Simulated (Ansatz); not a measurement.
**Abstraction of F: C2H2FN + SnH2F → C2H2N + SnH2F2**

Species: C2H2FN (fluoroacetonitrile) `N#CCF`, singlet; SnH2F `[F][SnH2]`, doublet; C2H2N `[CH2]C#N`, doublet; SnH2F2 `[F][SnH2][F]`, singlet. A radical takes F: the energy is the difference in strength between the C–F bond broken and the Sn–F bond made.

Shapes, held fixed at every level: PBE0-D4/def2-TZVP. Programs: Ansatz 0.2.0. The zero-point and thermal change to 298 K, harmonic and unscaled (PBE0-D4/def2-TZVP), is -8.4 kJ/mol.

Question: Estimate ΔH(298 K) of this reaction.

Answer: B2PLYP/def2-TZVPP gives ΔH(298 K) = -84.1 kJ/mol; the levels span -96.2 to -61.2. The median of the levels is -82.7. No measured value is set beside it here. Spin contamination: C2H2N (⟨S²⟩ up to 0.93). Open shells run unrestricted. For atoms past krypton def2 sets carry core potentials with scalar relativity. Outer-core shells of Sn are correlated, in sets that cover them unevenly. Times are processor times on shared x86 and Arm servers, and rough.

```csv
level,kind,ΔH(298 K) (kJ/mol),CPU time (sum over the molecules)
SPW92/def2-TZVPP,LDA,-61.2,4.9 s
PBE-D4/def2-TZVPP,GGA,-78.9,10 s
BHLYP-D4/def2-TZVPP,global hybrid,-92.9,11 s
PBE0-D4/def2-TZVPP,global hybrid,-81.3,11 s
r2SCAN0-D4/def2-TZVPP,global hybrid,-96.2,20 s
wB97M-V/def2-TZVPP,range-separated hybrid,-78.2,38 s
wB97X-V/def2-TZVPP,range-separated hybrid,-86.7,27 s
B2PLYP/def2-TZVPP,double hybrid,-84.1,17 s
```
